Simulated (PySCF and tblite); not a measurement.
Results of a calculation; reference values are marked as such.
System: C6H5N, numbered as in [N:1]#[C:2][C:3]1=[CH:4][CH2:5][CH:6]=[CH:7]1.

The path came from a restrained scan, a climbing-image band and a saddle search at GFN2-xTB; energies are PBE0/pcSseg-1 + D3(BJ)//PBE0-D3(BJ)/def2-SVP, thermal terms GFN2-xTB. Rate constants are transition-state-theory values, counting equivalent paths, without tunnelling. (PySCF 2.14 with density fitting, tblite 0.8.)

Tunnelling of the moving H, left out here, will speed the real process.

(1) What barrier does the shift of H on C5 from C5 to C6 meet, and how fast is it at 298 K?

Answers

(1) The electronic barrier is 25.0 kcal/mol and ΔG‡(298 K) 22.9 kcal/mol, over a Cs saddle with an imaginary mode of 1129i cm⁻¹ (GFN2-xTB). With 2 equivalent paths, k is 0.00021 s⁻¹, a mean lifetime of the start of 1.3 h against this motion.
